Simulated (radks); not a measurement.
Values are calculated unless marked as measured or tabulated.
Initial-state core-level shifts of neutral ruthenium when its valence configuration changes from [Kr] 4d7 5s1. Code: a radial shooting solver on a logarithmic mesh with Libxc functionals. Model: scalar-relativistic Kohn-Sham, PBEsol, spin-polarised, spherical densities, finite nucleus; open shells are filled with parallel spins first (spin-orbit coupling, left out, can overturn this in heavy ions); Fermi nuclear charge, rms radius 4.4809 fm. Shifts are changes of the shell-averaged eigenvalues in eV (positive: less bound); the change of the density at the nucleus, which sets a Mossbauer isomer shift, is in e/bohr^3, on a base of 1.123e+05.

valence	2s	3s	3p	4p	density at nucleus
4d7 5p1	-1.478	-1.504	-1.504	-1.574	-14.26
4d7 5s0.5 5p0.5	-0.767	-0.780	-0.780	-0.816	-6.94
4d8	+2.736	+2.713	+2.714	+2.450	-15.24
4d6.5 5s1 5p0.5	-2.361	-2.349	-2.349	-2.177	+2.31
4d6 5p2	-6.125	-6.110	-6.109	-5.722	-12.18
4d6 5s1.5 5p0.5	-4.290	-4.246	-4.246	-3.832	+11.48
4d7.5 5s0.5	+1.448	+1.433	+1.433	+1.281	-8.21
4d5 5s1 5p2	-10.010	-9.881	-9.880	-8.756	+11.12
4d6 5s2	-3.633	-3.584	-3.584	-3.172	+17.48
